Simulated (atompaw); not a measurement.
## Cutoff test, Zn (Z = 30), PAW (atompaw)

| Property | Result |
| --- | --- |
| Element | zinc |
| Generator | atompaw 4.2.0.5 |
| Type | PAW |
| Functional | PBE |
| Relativity | scalar-relativistic |
| Frozen core | [Ne] |
| Valence charge | 20 |
| Reference configuration | 3s2 3p6 3d10 4s2 4p0 |
| Partial waves | 3s (bound): rc 0.70 bohr; 4s (bound): rc 1.65 bohr; 3p (bound): rc 1.05 bohr; 4p (bound, empty): rc 1.60 bohr; 3d (bound): rc 1.65 bohr; 3d channel at 1.7 Ry: rc 1.65 bohr |
| Local potential | vpsmatchnc scheme with l = 3 at 0.5 Ry, radius 1.35 bohr |
| Core correction | smooth core density matched at 0.90 bohr |
| Augmentation charge | besselshape compensation charge, radius 1.55 bohr; PAW radius 1.65 bohr; waves and projectors: custom polynom vanderbiltortho |

The pseudo-atom Hamiltonian at the reference potential is diagonalised in spherical Bessel functions j_l(qr) that vanish at 20 bohr, with q² up to the cutoff. All-electron valence levels (Ry): 3s -9.4984, 4s -0.4394, 3p -6.1300, 4p -0.0820, 3d -0.7453.

Q: How do the lowest levels (Ry) of each channel move with the cutoff, and are there ghosts?

A:

```json
{"cutoff (Ry)": "8", "s #1": "-4.9478", "s #2": "-0.3367", "s #3": "0.0129", "p #1": "-0.0763", "p #2": "0.0519", "p #3": "0.1658", "d #1": "0.0655", "f #1": "0.1142", "Σ f·Δε (mRy)": "53737.0"}
{"cutoff (Ry)": "18", "s #1": "-9.0356", "s #2": "-0.4386", "s #3": "0.0048", "p #1": "-0.0819", "p #2": "0.0508", "p #3": "0.1636", "d #1": "-0.3192", "f #1": "0.1142", "Σ f·Δε (mRy)": "41477.1"}
{"cutoff (Ry)": "30", "s #1": "-9.2456", "s #2": "-0.4393", "s #3": "0.0047", "p #1": "-3.8220", "p #2": "-0.0818", "p #3": "0.0507", "d #1": "-0.7340", "f #1": "0.1142", "Σ f·Δε (mRy)": "14466.2"}
{"cutoff (Ry)": "50", "s #1": "-9.3022", "s #2": "-0.4394", "s #3": "0.0047", "p #1": "-6.0767", "p #2": "-0.0820", "p #3": "0.0507", "d #1": "-0.7441", "f #1": "0.1142", "Σ f·Δε (mRy)": "723.5"}
{"cutoff (Ry)": "80", "s #1": "-9.4384", "s #2": "-0.4394", "s #3": "0.0047", "p #1": "-6.1267", "p #2": "-0.0820", "p #3": "0.0507", "d #1": "-0.7452", "f #1": "0.1142", "Σ f·Δε (mRy)": "140.6"}
{"cutoff (Ry)": "120", "s #1": "-9.4947", "s #2": "-0.4394", "s #3": "0.0047", "p #1": "-6.1296", "p #2": "-0.0820", "p #3": "0.0507", "d #1": "-0.7453", "f #1": "0.1142", "Σ f·Δε (mRy)": "9.8"}
{"cutoff (Ry)": "180", "s #1": "-9.4970", "s #2": "-0.4394", "s #3": "0.0047", "p #1": "-6.1299", "p #2": "-0.0820", "p #3": "0.0507", "d #1": "-0.7453", "f #1": "0.1142", "Σ f·Δε (mRy)": "3.4"}
{"cutoff (Ry)": "300", "s #1": "-9.4983", "s #2": "-0.4394", "s #3": "0.0047", "p #1": "-6.1300", "p #2": "-0.0820", "p #3": "0.0507", "d #1": "-0.7453", "f #1": "0.1142", "Σ f·Δε (mRy)": "0.2"}
{"cutoff (Ry)": "400", "s #1": "-9.4984", "s #2": "-0.4394", "s #3": "0.0047", "p #1": "-6.1300", "p #2": "-0.0820", "p #3": "0.0507", "d #1": "-0.7453", "f #1": "0.1142", "Σ f·Δε (mRy)": "0.0"}
```

Result: no extra level below or beside the all-electron valence levels (s, p, d, f tested); 10 mRy is reached at 120 Ry and 1 mRy at 230 Ry.
